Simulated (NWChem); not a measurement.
System: InO, doublet; SMILES [O]=[In]

```xyz
2

In     0.0000     0.0000    -0.2736
O      0.0000     0.0000     1.6759
```
Atoms are numbered in this order, from 1.

Results from NWChem. Spin-unrestricted. Geometry: optimised at PBE0/def2-SVP, spin-unrestricted. No stability test was run on the SCF state. def2 effective core potentials on In; no spin-orbit coupling.

Task: What does the run give for PBE/def2-SVPD? Quantities: highest occupied level (eV); lowest empty minus highest occupied level, either spin (eV); dipole (D).

Result: 
```json
{
  "highest occupied level (eV)": "-5.86",
  "lowest empty minus highest occupied level, either spin (eV)": "0.62",
  "dipole (D)": "4.41"
}
```
